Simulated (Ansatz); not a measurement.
Reaction (isomerisation): `[CH3][SnH2][SiH2]N` → `C[NH][SnH2][SiH3]`

Isolated molecules relaxed with PBE0-D4/def2-TZVP in Ansatz; ΔE leaves out vibrations. CCSD(T)/CBS is the MP2 limit (def2-TZVPP, def2-QZVPP) plus CCSD(T) − MP2 in def2-TZVPP, frozen cores. Elements past krypton have def2 core potentials. For Sn outer-core shells are correlated without core-valence functions, which leaves a few kJ/mol of doubt a bond. Each species was taken in one conformer, which may not be the lowest.

`[CH3][SnH2][SiH2]N`:

Cartesian coordinates in Å:
```
C 1.574 1.574 0.229
Sn -0.509 1.220 -0.177
Si -1.161 -1.213 0.382
N -0.272 -2.434 -0.460
H 2.189 0.881 -0.345
H 1.777 1.431 1.291
H 1.839 2.594 -0.048
H -0.775 1.548 -1.842
H -1.428 2.366 0.710
H -0.934 -1.439 1.836
H -2.605 -1.408 0.078
H 0.687 -2.602 -0.197
H -0.381 -2.518 -1.458
```

`C[NH][SnH2][SiH3]`:

```xyz
13

C     0.659    1.303    1.451
N     1.441    0.488    0.540
Sn    0.562   -0.115   -1.193
Si   -1.645   -1.383   -0.786
H     1.293    1.682    2.260
H     0.271    2.178    0.921
H    -0.200    0.796    1.916
H     1.881   -0.280    1.030
H     1.725   -1.087   -1.982
H     0.284    1.328   -2.067
H    -2.580   -0.539    0.008
H    -1.385   -2.636   -0.027
H    -2.306   -1.736   -2.072
```

| species | CCSD(T)/CBS(def2) energy (Eh) |
| --- | --- |
| `[CH3][SnH2][SiH2]N` | -601.29371 |
| `C[NH][SnH2][SiH3]` | -601.25035 |

Problem. Work out ΔE.

Solution. ΔE = (-601.25035) − (-601.29371) = 0.04336 Eh = +27.2 kcal/mol.

Largest T1 diagnostic among the species: 0.013.

From PBE to PBE0 (25 % exact exchange), in def2-TZVPP and without D4, ΔE moves by +1.0 kcal/mol.
